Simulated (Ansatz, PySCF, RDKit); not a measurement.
Two conformers of C4H9F (SMILES CCCCF), B3LYP-D3(BJ)/def2-TZVP minima.
Conformer 1 (charge 0, multiplicity 1, Z-matrix in Å and degrees):
```
C
H 1 1.0944
H 1 1.0961 2 106.55
C 1 1.5115 2 108.74 3 115.71
H 4 1.0921 1 111.64 2 -59.41
H 4 1.0935 5 109.16 1 123.80
F 4 1.4014 5 107.03 6 115.41
C 1 1.5271 2 110.04 3 -119.12
H 8 1.0923 1 108.99 2 -65.27
H 8 1.0951 9 106.38 1 117.47
C 8 1.5255 9 109.83 10 118.62
H 11 1.0912 8 111.36 9 -58.40
H 11 1.0926 12 107.71 8 -121.97
H 11 1.0929 12 107.75 13 -115.79
```
Conformer 2 (charge 0, multiplicity 1):
| atom | x (Å) | y (Å) | z (Å) |
|---|---|---|---|
| C | -1.5756 | 0.5572 | -0.1470 |
| C | -0.7075 | -0.4758 | 0.5709 |
| C | 0.6233 | -0.7736 | -0.1265 |
| C | 1.5594 | 0.4153 | -0.1560 |
| F | 2.7805 | 0.0458 | -0.7314 |
| H | -2.5421 | 0.6664 | 0.3476 |
| H | -1.7630 | 0.2584 | -1.1813 |
| H | -1.1074 | 1.5428 | -0.1673 |
| H | -1.2641 | -1.4121 | 0.6579 |
| H | -0.5136 | -0.1438 | 1.5962 |
| H | 0.4410 | -1.1055 | -1.1529 |
| H | 1.1331 | -1.5920 | 0.3880 |
| H | 1.1638 | 1.2396 | -0.7520 |
| H | 1.7724 | 0.7773 | 0.8538 |

No zero-point or thermal terms.

Run with Ansatz (Gaussian basis) for Hartree–Fock, density functionals and correlated methods; PySCF for the dispersion terms; RDKit for the force fields. Each number belongs to the level named beside it.

### Question
One of these levels gives 25.5 meV for the electronic energy of conformer 2 less that of conformer 1. Name it.
A) UFF
B) HF/cc-pVDZ
C) PBE-D3(BJ)/def2-TZVPP

### Answer
A, UFF. The others give 67.4 (HF/cc-pVDZ), 43.6 (PBE-D3(BJ)/def2-TZVPP)

Ansatz is a first-principles code.
